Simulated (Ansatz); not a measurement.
C₂H₆BN, SMILES `B/C=N/C`, relaxed with RKS PBE0-D4/def2-TZVP in Ansatz from a PBE-D4/def2-SVP geometry. The force threshold is 0.005 eV/Å; the program also tests the step.

Charge 0, multiplicity 1.

Start:

```xyz
10

B    -1.885   -0.793   -0.467
C    -0.604   -0.218    0.215
N     0.407    0.128   -0.519
C     1.584    0.645    0.124
H    -2.831   -1.161    0.207
H    -1.924   -0.872   -1.678
H    -0.536   -0.101    1.331
H     1.812    1.649   -0.296
H     2.454    0.009   -0.156
H     1.523    0.715    1.239
```

(1) By how much does the energy fall, and how many steps does the optimiser take? (An estimate is asked.)

(2) Which bonds change most? (Estimate.)

(3) Give the relaxed structure. (Estimate.)

Answers

(1) The calculation gave: 1.18 kcal/mol, in 7 steps, 1 of them rejected.

(2) The calculation gave: B1–H6 from 1.214 to 1.192 Å; B1–H5 from 1.218 to 1.196 Å; C2–H7 from 1.124 to 1.104 Å; C2–N3 from 1.296 to 1.276 Å.

(3) Ansatz gave: 
```xyz
10

B    -1.870   -0.786   -0.462
C    -0.589   -0.220    0.210
N     0.402    0.123   -0.518
C     1.574    0.642    0.124
H    -2.809   -1.117    0.202
H    -1.902   -0.886   -1.650
H    -0.514   -0.108    1.306
H     1.781    1.638   -0.278
H     2.430    0.019   -0.154
H     1.498    0.695    1.219
```
